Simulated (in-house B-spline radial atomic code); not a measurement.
Computed with a B-spline radial atomic code. Model: two electrons, singlet ground state, non-relativistic, full CI in B-splines with partial waves to l = 8 (at full coupling up to 3e-4 hartree above the limit, correlation up to 0.6 % small), density held at that of full coupling by Lieb maximisation.

W(λ) is the mean repulsion in the state of coupling λ less the Hartree energy of the fixed density. Its start is exact exchange, its initial slope is twice the second-order Görling-Levy correlation energy, and its area from 0 to 1 is E_xc. A straight curve means weak, dynamic correlation, and a curve that drops fast and flattens means strong correlation.

Command:
```bash
python run_ac.py task.json out
```
Settings (lengths in bohr, energies in hartree):
```
potential              yukawa
strength               4.08
lmax                   8
second                 0.888
```

Time taken, with all properties: 21 s on 1 thread of Intel(R) Xeon(R) Processor @ 2.30GHz, on a shared host.

**W = mean repulsion less Hartree energy, and W of three functionals.**

Given: confinement screened point charge; nuclear charge 4.08; screening of the nucleus 0.888 1/bohr; external potential -Z exp(-k r)/r.

Computed: PBE exchange minus exact 31.246 millihartree; SCAN exchange minus exact -7.8162 millihartree.

| coupling | W xc (hartree) | W xc minus exchange (millihartree) | kinetic minus Kohn-Sham (millihartree) | LDA (PW92) W minus its exchange (millihartree) | PBE W minus its exchange (millihartree) | SCAN W minus its exchange (millihartree) |
| --- | --- | --- | --- | --- | --- | --- |
| 0 | -2.2199 | 0 | 0 | 0 | 0 | 0 |
| 0.02 | -2.2218 | -1.9 | 0 | -13.73 | -1.8 | -1.83 |
| 0.05 | -2.2247 | -4.736 | 0.1 | -28.78 | -4.53 | -4.55 |
| 0.12 | ? | ? | ? | ? | ? | ? |
| 0.25 | -2.2431 | -23.197 | 2.9 | -97.47 | -22.88 | -21.87 |
| 0.4 | -2.2565 | -36.559 | 7.2 | -135.71 | -36.49 | -34.21 |
| 0.6 | -2.2737 | -53.764 | 15.8 | -178.54 | -54.26 | -49.95 |
| 0.8 | -2.2902 | -70.305 | 27.4 | -215.38 | -71.5 | -64.96 |
| 1 | ? | ? | ? | ? | ? | ? |
| 1.4 | -2.3362 | -116.3 | 77.7 | -304.52 | -119.91 | -106.35 |
| 2 | -2.3774 | -157.48 | 147.5 | -374.3 | -163.59 | -143.24 |
| 3 | -2.4372 | -217.24 | 296.1 | -466 | -227.41 | -196.91 |
| 4.5 | -2.5105 | -290.57 | 568.9 | -569.64 | -306.66 | -263.62 |
| 7 | -2.6023 | -382.32 | 1090 | -692.89 | -408.43 | -349.5 |
| 10 | -2.6803 | -460.34 | 1746.3 | -796.68 | -498.81 | -425.46 |

(1) What belongs in the row 0.12?

(2) What belongs in the row 1?

(3) What is the LDA exchange minus exact?

**Energy parts, natural occupations and partial-wave weights.**

Computed: total energy -8.1503 hartree; exchange energy -2.2199 hartree; kinetic part of the DFT correlation energy 0.041682 hartree; initial slope twice GL2 -0.095231 hartree; Hartree energy 4.4399 hartree; Kohn-Sham kinetic 13.188 hartree; Lieb Oxford ratio E_xc over LDA exchange 1.185.

```tsv
natural	occupation of the shell (electrons)
s	1.9961
p	0.0019548
s	0.0016564
d	9.9449e-05
p	?
s	3.662e-05
```

(4) What belongs in the row p?

```
wave      weight
   s     0.99891
   p   0.0010194
   d           ?
   f  8.1488e-06
   g  1.9194e-06
```

(5) What belongs in the row d?

(6) What is the kinetic part over minus potential part?

(7) What is the correlation energy?

Answers

(1) W xc (hartree): -2.2312; W xc minus exchange (millihartree): -11.283; kinetic minus Kohn-Sham (millihartree): 0.7; LDA (PW92) W minus its exchange (millihartree): -56.72; PBE W minus its exchange (millihartree): -10.95; SCAN W minus its exchange (millihartree): -10.74.

(2) W xc (hartree): -2.3061; W xc minus exchange (millihartree): -86.218; kinetic minus Kohn-Sham (millihartree): 41.7; LDA (PW92) W minus its exchange (millihartree): -248.04; PBE W minus its exchange (millihartree): -88.19; SCAN W minus its exchange (millihartree): -79.32.

(3) 308.97 millihartree.

(4) occupation of the shell (electrons): 7.6039e-05.

(5) weight: 5.6149e-05.

(6) 0.48345.

(7) -0.044536 hartree.

Half-way to full coupling W has made 52 % of its drop, against 50 % for a straight line, and second-order (GL2) theory, half the initial slope, overshoots the correlation energy by about 7 %: correlation is weak here. Over couplings 0 to 1 the errors in E_xc come to about +205 millihartree for LDA, +31 millihartree for PBE, -4.6 millihartree for SCAN, so SCAN is nearest. In LDA and PBE and SCAN the errors of exchange and correlation have opposite signs, so the sum is smaller than the larger of the two.
